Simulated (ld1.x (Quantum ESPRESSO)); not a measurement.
# u(r) = r·R(r): atom against pseudo-atom (nitrogen (N))

Columns: radius, all-electron u(r) and pseudo u(r) of the 2s shell (level -18.81 eV) of nitrogen in the configuration [He] 2s1.5 2p3.5; PBE, scalar-relativistic, PAW scheme, ld1.x (Quantum ESPRESSO) 7.5.

```json
{"r (bohr)": "0.090", "all-electron": "0.3737", "pseudo": "-0.0422"}
{"r (bohr)": "0.180", "all-electron": "0.3294", "pseudo": "-0.0985"}
{"r (bohr)": "0.270", "all-electron": "0.1282", "pseudo": "-0.1786"}
{"r (bohr)": "0.360", "all-electron": "-0.1104", "pseudo": "-0.2849"}
{"r (bohr)": "0.450", "all-electron": "-0.3335", "pseudo": "-0.4112"}
{"r (bohr)": "0.540", "all-electron": "-0.5204", "pseudo": "-0.5449"}
{"r (bohr)": "0.630", "all-electron": "-0.6660", "pseudo": "-0.6699"}
{"r (bohr)": "0.720", "all-electron": "-0.7714", "pseudo": "-0.7715"}
{"r (bohr)": "0.810", "all-electron": "-0.8410", "pseudo": "-0.8410"}
{"r (bohr)": "0.900", "all-electron": "-0.8803", "pseudo": "-0.8803"}
{"r (bohr)": "0.990", "all-electron": "-0.8952", "pseudo": "-0.8952"}
{"r (bohr)": "1.080", "all-electron": "-0.8912", "pseudo": "-0.8912"}
{"r (bohr)": "1.170", "all-electron": "-0.8729", "pseudo": "-0.8729"}
{"r (bohr)": "1.260", "all-electron": "-0.8442", "pseudo": "-0.8442"}
{"r (bohr)": "1.350", "all-electron": "-0.8082", "pseudo": "-0.8082"}
{"r (bohr)": "1.440", "all-electron": "-0.7674", "pseudo": "-0.7674"}
{"r (bohr)": "1.530", "all-electron": "-0.7238", "pseudo": "-0.7238"}
{"r (bohr)": "1.620", "all-electron": "-0.6790", "pseudo": "-0.6790"}
{"r (bohr)": "1.710", "all-electron": "-0.6339", "pseudo": "-0.6339"}
{"r (bohr)": "1.800", "all-electron": "-0.5895", "pseudo": "-0.5895"}
{"r (bohr)": "1.890", "all-electron": "-0.5464", "pseudo": "-0.5464"}
{"r (bohr)": "1.980", "all-electron": "-0.5050", "pseudo": "-0.5050"}
{"r (bohr)": "2.070", "all-electron": "-0.4656", "pseudo": "-0.4656"}
{"r (bohr)": "2.160", "all-electron": "-0.4284", "pseudo": "-0.4284"}
{"r (bohr)": "2.250", "all-electron": "-0.3933", "pseudo": "-0.3933"}
{"r (bohr)": "2.340", "all-electron": "-0.3606", "pseudo": "-0.3606"}
```

How many radial nodes do the two functions have?

The all-electron 2s function has n − l − 1 = 1; the pseudo-wave has 0, since the states of the same l below it are removed with the core.

At about which radius was the pseudo-wave matched?

0.75 bohr, where the columns begin to agree (steps of 0.09 bohr).

Is the pseudo-wave norm-conserving?

No, it belongs to a PAW set: the norm inside the radius is not constrained, and the difference is carried by the augmentation charge.
